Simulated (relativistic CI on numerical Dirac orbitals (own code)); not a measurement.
d3 in a ligand field

Computed with a parametric ligand-field model of a d^n configuration (Racah B and C, spin-orbit zeta, crystal field), exact diagonalisation.

Field parameters in Wybourne normalisation: Oh B⁴₀ = 21Dq, B⁴₄ = √(5/14) B⁴₀. The field is a parameter set, without covalency, and values of 10Dq over about 45,000 cm⁻¹ lie beyond real compounds.

B = 1100 cm⁻¹, C = 5100 cm⁻¹ (C/B = 4.64), Oh, no spin-orbit coupling. Tanabe-Sugano data, E/B above the lowest term (Δ = |10Dq|; b, c mark the second and third term of a kind):

```
 Δ/B   4A2    4T2    4T1  4T1(b)     2E    2T1    2T2
 1.0  0.00   1.00   1.79   16.21  18.81  18.88  19.26
 5.0  0.00   5.00   8.68   21.32  20.09  20.76  23.94
 9.0  0.00   9.00  15.00   27.00  20.53  21.40  27.18
13.0  0.00  13.00  20.68   33.32  20.81  21.73  29.00
17.0  0.00  17.00  25.79   40.21  21.01  21.93  30.26
21.0  0.00  21.00  30.51   47.49  21.17  22.07  31.24
25.0  0.00  25.00  35.00   55.00  21.30  22.18  32.02
29.0  0.00  29.00  39.34   62.66  21.41  22.26  32.66
33.0  0.00  33.00  43.58   70.42  21.51  22.32  33.18
37.0  0.00  37.00  47.77   78.23  21.59  22.37  33.62
41.0  0.00  41.00  51.91   86.09  21.66  22.42  34.00
45.0  0.00  45.00  56.03   93.97  21.73  22.46  34.31
```

The ground term stays 4A2.
